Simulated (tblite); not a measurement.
Compound: C2H6ClFSi2.
SMILES with atom numbers: `[CH2:1]=[CH:2][Si@@H:3]([Cl:4])[SiH2:5][F:6]` (hydrogens: H7, H8 on C1; H9 on C2; H10 on Si3; H11, H12 on Si5)

Geometry (GFN2-xTB, Å), atoms numbered from 1 in this order:
```
atom  x, y, z in Å
C1    -1.5090   -1.1667    0.6527
C2    -1.4565    0.1539    0.5609
Si3   -0.0741    1.1129   -0.3003
Cl4    0.3011    2.7477    0.8669
Si5    1.8600   -0.1273   -0.5336
F6     1.5217   -1.2687   -1.6267
H7    -2.3153   -1.6820    1.1520
H8    -0.7448   -1.7966    0.2253
H9    -2.2551    0.7319    1.0137
H10   -0.6292    1.6540   -1.5519
H11    2.2841   -0.9065    0.6275
H12    3.0184    0.5466   -1.1126
```

Computed with GFN2-xTB (tblite): harmonic, unscaled wavenumbers at the GFN2-xTB geometry, gas phase. Against measured fundamentals such values can be off by several per cent, at times by over 20. Modes of hydrogen on silicon can be 10 to 20 % off. One conformer, not necessarily the lowest.

Harmonic wavenumbers (cm⁻¹): 34.9, 48.5, 85.3, 117.5, 147.8, 175.8, 320.3, 407.6, 408.7, 483.2, 517.3, 586.1, 615.1, 646.7, 709.9, 723.5, 790.6, 801.9, 924.1, 1007.3, 1022.1, 1264.4, 1418.0, 1660.7, 2157.7, 2262.5, 2288.6, 3017.7, 3078.0, 3099.8.

A = 2161, B = 1263, C = 866.8 MHz; mass 139.968 u (most abundant isotopes); point group C1, symmetry number 1.

Task: What is the zero-point energy?

Result: ½Σν̃ = 15411 cm⁻¹ = 184.36 kJ/mol.

Task: Give the ideal-gas entropy at 298.15 K and 1 bar in the rigid-rotor, harmonic-oscillator model (classical rotation).

Result: Translation 170.48, rotation 122.58, vibration 123.46: S = 416.5 J/(mol K).

Task: And Cp and H(298.15 K) − H(0)?

Result: Cp = 142.42 J/(mol K), of which vibrations give 109.16 (their classical limit is 30 R = 249.4); H(298.15 K) − H(0) = 27.85 kJ/mol without the zero-point energy, 17.94 from vibrations.

Task: Blend soft modes into free rotors: weight 1/[1 + (100 cm⁻¹/ν̃)⁴] for the oscillator and the rest for a rotor with moment μB/(μ + B), μ = h/(8π²ν), B = 10⁻⁴⁴ kg m². What vibrational entropy results?

Result: 108.72 J/(mol K) in place of 123.46, which changes −T·S at 298.15 K by +4.40 kJ/mol.

Task: Which modes carry the vibrational entropy at 298.15 K?

Result: 34.9 cm⁻¹: 23.13; 48.5 cm⁻¹: 20.41; 85.3 cm⁻¹: 15.75; 117.5 cm⁻¹: 13.14; 147.8 cm⁻¹: 11.30; 175.8 cm⁻¹: 9.93 J/(mol K); the other 24 give 29.79 together.

Task: How do the functions run with temperature in this model?

Result: 
| T (K) | S (J/(mol K)) | Cp (J/(mol K)) | H − H(0) (kJ/mol) | G − H(0) (kJ/mol) | ln q(vib) |
| --- | --- | --- | --- | --- | --- |
| 50 | 253.4 | 60.3 | 2.28 | -10.39 | 0.89 |
| 100 | 301.2 | 78.6 | 5.78 | -24.34 | 2.40 |
| 373.15 | 450.5 | 160.6 | 39.24 | -128.87 | 9.39 |
| 500 | 500.9 | 183.7 | 61.17 | -189.30 | 12.22 |
| 750 | 581.6 | 213.7 | 111.15 | -325.04 | 17.19 |
| 1000 | 645.9 | 232.8 | 167.12 | -478.74 | 21.49 |

q(vib) and H(0) count from the zero-point level.

Hindered rotation and anharmonicity are outside this model. Other conformers, if any are populated, would add a mixing term that is left out. The structure is chiral; the term R ln 2 for an equal mix with its mirror image is left out.
